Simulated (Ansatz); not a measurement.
`[NH2][GeH2][CH2]F` and `[NH2][GeH]([OH])[CH2]F` differ in one atom or group.

Ansatz, PBE0-D4/def2-TZVP geometries, multiplicity 1. Each molecule was computed in one conformer, which needn't be the lowest.

Scalar relativity is left out up to krypton.

```json
{"property": "size of the dipole moment (ωB97M-V/def2-TZVPP) / D", "`[NH2][GeH2][CH2]F`": "1.39"}
{"property": "zero-point energy (PBE0-D4/def2-TZVP) / kJ/mol", "`[NH2][GeH2][CH2]F`": "187.2"}
{"property": "ideal-gas entropy at 298 K and 1 bar (rigid rotor, harmonic PBE0-D4/def2-TZVP) / J/(mol·K)", "`[NH2][GeH2][CH2]F`": "338"}
{"property": "HOMO energy (ωB97M-V/def2-TZVPP) / eV", "`[NH2][GeH2][CH2]F`": "-9.56"}
{"property": "HOMO–LUMO gap (ωB97M-V/def2-TZVPP) / eV", "`[NH2][GeH2][CH2]F`": "11.61"}
{"property": "HOMO energy (PBE0/def2-TZVPP) / eV", "`[NH2][GeH2][CH2]F`": "-7.24"}
```

Give the same properties after the change, and the shifts. (Estimate.)

Computed: 
| property | `[NH2][GeH]([OH])[CH2]F` | shift |
| --- | --- | --- |
| size of the dipole moment (ωB97M-V/def2-TZVPP) / D | 1.72 | 0.33 |
| zero-point energy (PBE0-D4/def2-TZVP) / kJ/mol | 203.2 | 16.0 |
| ideal-gas entropy at 298 K and 1 bar (rigid rotor, harmonic PBE0-D4/def2-TZVP) / J/(mol·K) | 374 | 36 |
| HOMO energy (ωB97M-V/def2-TZVPP) / eV | -10.00 | -0.44 |
| HOMO–LUMO gap (ωB97M-V/def2-TZVPP) / eV | 12.04 | 0.43 |
| HOMO energy (PBE0/def2-TZVPP) / eV | -7.61 | -0.37 |

With PBE0 the HOMO falls by 0.37 eV and the LUMO falls by 0.05 eV, so the gap widens by about 0.32 eV. PBE moves the HOMO by -0.33 eV and ωB97M-V by -0.44 eV. The zero-point energy changes by 16.0 kJ/mol with +3 modes. Dipoles are sizes alone; their direction can turn. Modes under 60 cm⁻¹, often nearly free rotors, make the harmonic entropy too high.
